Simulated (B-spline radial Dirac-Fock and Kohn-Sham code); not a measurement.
## Photoelectron lines of W⁶⁺ at Cu Kα (8047.8 eV)

System: tungsten as W⁶⁺, 1s2 2s2 2p6 3s2 3p6 3d10 4s2 4p6 4d10 4f14 5s2 5p6.

Input file task.json (cfg lists n, l and occupation; rrms is the nuclear radius in fm):

```json
{"items": [{
  "Z": 74,
  "q": 6,
  "cfg": [[1, 0, 2], [2, 0, 2], [2, 1, 6], [3, 0, 2], [3, 1, 6], [3, 2, 10], [4, 0, 2], [4, 1, 6], [4, 2, 10], [4, 3, 14], [5, 0, 2], [5, 1, 6]],
  "A": 184,
  "rrms": 5.3658,
  "do": ["binding", "quiet", "photo", "scan"],
  "hv": [33.7, 43.3, 46.3, 60, 126.0, 300, 408.0, 600, 823.0, 2000, 2984.4, 8047.8, 30000, 31400.0, 31600.0, 200000]
}]}
```

Launch: `python xray_run.py task.json out`

Calculated with a radial B-spline solver, using the independent-particle Dirac-Slater model, thresholds from Dirac-Fock. The asymmetry parameter β is from the dipole term alone. Kinetic energies are from the vacuum level.

The last column is dσ/dΩ = σ/(4π) · [1 − (β/2) P₂(cos θ)] at θ = 90° from the beam of unpolarised light.

```tsv
subshell	electrons	binding (eV)	kinetic (eV)	σ (kb)	β	dσ/dΩ (kb/sr)
3s	2	2915.1	5132.7	5.51	1.95	0.652
3p1/2	2	2666.5	5381.3	6.95	1.59	0.772
3p3/2	4	2373.6	5674.2	?	?	?
3d3/2	4	1960.4	6087.4	6.56	1.23	0.683
3d5/2	6	1898.0	6149.8	8.72	1.13	0.890
4s	2	690.2	7357.6	1.45	1.95	0.172
4p1/2	2	586.6	7461.2	1.60	1.60	0.178
4p3/2	4	518.8	7529.0	2.73	1.71	0.310
4d3/2	4	348.4	7699.4	1.26	1.22	0.131
4d5/2	6	335.9	7711.9	1.66	1.10	0.169
4f5/2	6	121.1	7926.7	0.106	0.72	0.00998
4f7/2	8	119.0	7928.8	0.130	0.70	0.0122
5s	2	166.6	7881.2	0.280	1.95	0.0331
5p1/2	2	131.5	7916.3	0.266	1.60	0.0297
5p3/2	4	120.5	7927.3	0.451	1.71	0.0512
```

Q: What are σ and β for 3p3/2?

A: σ = 12.3 kb, the largest of all subshells and 25 % of the total, and β = 1.69, which gives dσ/dΩ = 1.39 kb/sr.
